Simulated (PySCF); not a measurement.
Computed properties of BrH2NOSW, SMILES [W](=[S])([OH])([Br])=[NH], multiplicity 1

W(NH)(S)(Br)(OH) (BrH2NOSW), SMILES [NH]=[W]([OH])(=[S])[Br], multiplicity 1. Coordinates come from a r2SCAN-D4/def2-SVP optimisation. The spin state was assumed, not searched. The structure was generated by enumeration; whether it is a known compound was not checked. The def2 effective core potentials stand for the cores of W; spin–orbit coupling is left out. The values are those of a single conformer. All values are computed for the isolated molecule unless a solvent is named; none is compared with measurement here.

**Structure.** All 15 harmonic modes at r2SCAN-D4/def2-SVP (PySCF) are real, so it is a minimum. With heavy atoms numbered as in [W:1](=[NH:2])(=[S:4])([Br:5])[OH:6], the shortest bond between them is W1–N2 at 1.747 Å and the longest W1–Br5 at 2.436 Å.

**Vibrations.** The strongest infrared lines (harmonic, unscaled, degenerate partners summed) lie at 3849 cm⁻¹ (292 km/mol, H 94 %), 522 cm⁻¹ (238 km/mol, H 42 %, S 35 %, N 13 %, W 10 %), 592 cm⁻¹ (204 km/mol, H 83 %). The softest mode is at 114 cm⁻¹ and the zero-point energy is 18.7 kcal/mol.

**Electronic structure.** ωB97X/def2-TZVP (PySCF) places the frontier levels at -9.73 and -0.52 eV, a gap of 9.21 eV, and gives a dipole moment of 3.33 D and a mean polarisability of 90.4 bohr³. PBE/def2-TZVP (PySCF) at the same geometry gives -6.33 and -3.15 eV, so its gap is 6.03 eV narrower. An orbital gap is neither the optical nor the fundamental gap.

**Excitations.** TDDFT-M06-2X/def2-SVPD (PySCF) has S1 at 3.36 eV (369 nm, f = 0.001, dark); the most intense of the 10 singlets computed lies at 3.88 eV (f = 0.02). T1 (TDA) is at 3.03 eV. TDDFT-PBE/def2-SVPD (PySCF) puts S1 at 3.33 eV. No vertical singlet excitation falls in the visible range (under 3.1 eV).
